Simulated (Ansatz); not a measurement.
Isomers of C2H5ClSi, relaxed with PBE0-D4/def2-TZVP in Ansatz; electronic energies, one conformer each and not always the lowest. Functionals use def2-TZVPP; CBS adds triple-zeta CCSD(T) − MP2 to the MP2 limit of def2-TZVPP and def2-QZVPP.

Task: Order them by energy at frozen-core CCSD(T)/CBS, lowest first. (Estimate.)
A. `[SiH3]/C=C/Cl`
B. `C=C[SiH2]Cl`
C. `Cl[SiH]1CC1`
D. `CC[Si]Cl`
E. `ClC1C[SiH2]1`

Result: B (0.0 kcal/mol), C (10.3 kcal/mol), D (12.6 kcal/mol), A (36.0 kcal/mol), E (48.5 kcal/mol).

Task: How do r2SCAN-D4, PBE0-D4, HF/CBS(def2), PBE-D4 place them (kcal/mol, against `C=C[SiH2]Cl`)? (Estimate.)

Result: Ansatz gave: 
```
         isomer  r2SCAN-D4  PBE0-D4  HF/CBS(def2)  PBE-D4
 `ClC1C[SiH2]1`       45.5     43.6          57.7    42.4
`[SiH3]/C=C/Cl`       34.3     34.1          38.6    32.2
  `Cl[SiH]1CC1`        6.6      5.7          17.6     5.9
     `CC[Si]Cl`       12.9      9.6          18.7     8.3
```
